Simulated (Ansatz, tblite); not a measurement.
Removing an electron: (ClMg-mu-F)2 (Mg₂Cl₂F₂). The state is a singlet with charge 0. Geometry: r2SCAN-D4/def2-SVP. Ansatz, gas phase; energy differences of separate SCF runs; the oxidised species was run as a doublet alone.

Cartesian coordinates in Å:
```
Mg 0.181 0.029 1.441
Cl 0.452 0.074 3.625
F -0.733 0.990 0.071
Mg -0.177 -0.029 -1.441
Cl -0.455 -0.070 -3.625
F 0.733 -0.993 -0.071
```

The xTB rows come from tblite. Correlated methods freeze 14 core orbitals; core or outer-core shells of Mg are correlated, in sets that lack core-valence functions. The rows differ in basis, and correlated rows in double-zeta sets carry the largest basis error. HOMO above LUMO, or a gap near zero within one spin, warns that the state may not be the lowest or that an electron is smeared out.

| level | −HOMO (eV) | vertical IE (eV) | −LUMO (eV) | HOMO–LUMO gap (eV) | remarks |
| --- | --- | --- | --- | --- | --- |
| GFN1-xTB | 13.28 | 15.44 | 10.20 | 3.08 | – |
| GFN2-xTB | 12.04 | 14.63 | 9.83 | 2.21 | – |
| HF/def2-SVP | – | 10.48 | – | – | – |
| PBE-D4/def2-TZVP | 7.33 | 10.01 | 2.73 | 4.60 | gap within one spin near zero (+1 doublet) |
| r2SCAN-D4/def2-TZVP | 7.67 | 10.23 | 2.25 | 5.42 | gap within one spin near zero (+1 doublet) |
| PBE0-D4/def2-TZVP | 8.71 | 10.56 | 1.99 | 6.72 | – |
| MP2/def2-SVP | – | 11.22 | – | – | – |
| CCSD/def2-SVP | – | 11.10 | – | – | – |
| CCSD(T)/def2-SVP | – | 11.12 | – | – | – |

Relaxing the oxidised species (r2SCAN-D4/def2-SVP) changes its energy by -0.05 eV at PBE-D4/def2-TZVP, so the adiabatic ionisation energy to this nearest minimum is 9.96 eV. At PBE0-D4/def2-TZVP it is 10.53 eV. The gap within one spin of the relaxed charge 1 doublet nearly closes, so an electron or hole may be smeared out by delocalisation error.    Raw xTB energy differences between charge states are shifted by several eV; the methods need an empirical correction for them.
